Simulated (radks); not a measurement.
Problem. Valence configurations of the iron ion Fe+ (all share [Ar]). All-electron calculation, scalar-relativistic Kohn-Sham, SCAN, spin-polarised, spherical densities, finite nucleus; open shells are filled with parallel spins first; meta-GGA in the generalised Kohn-Sham scheme; Fermi nuclear charge, rms radius 3.7377 fm. Program: a radial shooting solver on a logarithmic mesh with Libxc functionals. Order these by energy: 3d5.5 4s0.5 4p1; 3d6 4p1; 3d6 4s1; 3d7; 3d5.5 4s1 4p0.5; 3d5 4p2; 3d4 4s1 4p2; 3d6 4s0.5 4p0.5.

Solution. From the lowest, in eV above it: 3d6 4s1 0.000; 3d7 1.365; 3d5.5 4s1 4p0.5 2.628; 3d6 4s0.5 4p0.5 2.839; 3d6 4p1 5.572; 3d5.5 4s0.5 4p1 5.586; 3d5 4p2 12.195; 3d4 4s1 4p2 23.884. NIST lists [Ar] 3d6 4s1 as the ground configuration; this level of theory agrees among the configurations tried. The energies are those of spherical high-spin densities, not of single terms. No valid solution was reached for [Ar] 3d5.5 4s1.5; [Ar] 3d5 4s2.
